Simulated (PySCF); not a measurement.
C₇H₁₂.
Structure used (GFN2-xTB), in Å, numbered top down from 1:
```xyz
19
C7H12 angstrom
C     -2.3494    0.9981    0.6750
C     -1.4966   -0.0083    0.6717
C     -0.4025   -0.1978   -0.3369
C     -0.6056   -1.5122   -1.0972
C      0.9446   -0.2040    0.3618
C      2.1709    0.2250   -0.3852
C      1.6160    1.0895    0.7064
H     -2.3173    1.7719   -0.0750
H     -3.1187    1.0955    1.4224
H     -1.5517   -0.7723    1.4366
H     -0.4260    0.6315   -1.0513
H      0.1852   -1.6467   -1.8316
H     -1.5642   -1.5104   -1.6111
H     -0.5845   -2.3557   -0.4103
H      1.0600   -1.0186    1.0675
H      2.0511    0.5577   -1.4055
H      3.0978   -0.2993   -0.2077
H      2.1606    1.1589    1.6356
H      1.1204    2.0067    0.4274
```

Method: PBE0/def2-SVPD in PySCF (dipole) on a GFN2-xTB geometry, gas phase.

Masses are those of the commonest isotopes; rigid-rotor values at the optimised geometry. The values belong to one conformer with, in the numbering `[CH2:1]=[CH:2][C@H:3]([CH3:4])[CH:5]1[CH2:6][CH2:7]1`, C1–C2–C3–C4 -119°, C2–C3–C5–C6 -153°.

(1) What are A, B and C (MHz)?

(2) Classify the top.

(3) Is it planar, by Δ = Ic − Ia − Ib?

(4) Predict some low-J microwave lines.

(5) Estimate the classical rotational partition function at 25 K, 100 K and 500 K.

Answers

(1) Ia = 129.41, Ib = 260.64, Ic = 351.26 u·Å²; 505379 MHz·u·Å²/I gives A = 3905, B = 1939, C = 1439 MHz.

(2) An asymmetric top: κ = (2 × 1939 − 3905 − 1439)/(3905 − 1439) = -0.59.

(3) Not planar: Δ = Ic − Ia − Ib = -38.79 u·Å². For a rigid frame Δ = −2 Σ m c², so Σ m c² = 19.39 u·Å² lies off the ab plane: 12.51 from hydrogen and 6.89 from heavier atoms. The atom farthest from that plane is 1.52 Å away.

(4) The dipole components are |μa| = 0.29 D, |μb| = 0.21 D, |μc| = 0.08 D. Intensities carry the squares of the components, which stand as 1.00 : 0.52 : 0.07 (a : b : c). Some lines, for components of 0.1 D or more:

```csv
type,branch,"J(Ka,Kc)",MHz,lower level (cm⁻¹)
a,Q,"1(1,0) ← 1(1,1)",500,0.178
a,Q,"2(1,1) ← 2(1,2)",1501,0.387
b,Q,"1(1,0) ← 1(0,1)",2466,0.113
b,Q,"2(1,1) ← 2(0,2)",3051,0.335
a,R,"1(0,1) ← 0(0,0)",3378,0.000
b,R,"2(0,2) ← 1(1,1)",4705,0.178
b,R,"1(1,1) ← 0(0,0)",5344,0.000
b,Q,"2(2,0) ← 2(1,1)",5982,0.437
a,R,"2(1,2) ← 1(1,1)",6255,0.178
a,R,"2(0,2) ← 1(0,1)",6672,0.113
a,R,"2(1,1) ← 1(1,0)",7256,0.195
b,Q,"2(2,1) ← 2(1,2)",7399,0.387
b,R,"2(1,2) ← 1(0,1)",8221,0.113
b,R,"2(2,1) ← 1(1,0)",13154,0.195
b,R,"2(2,0) ← 1(1,1)",13739,0.178
```

(5) Point group C1, symmetry number σ = 1; q = (√π/σ)·√((kT/h)³/(ABC)), k/h = 20836.6 MHz/K: 6380 at 25 K, 51100 at 100 K, 571000 at 500 K.

Not checked by GFN2-xTB frequencies. Zero-point vibration and centrifugal distortion are left out. A rigid rotor knows nothing of internal rotation, which can split or shift real lines.
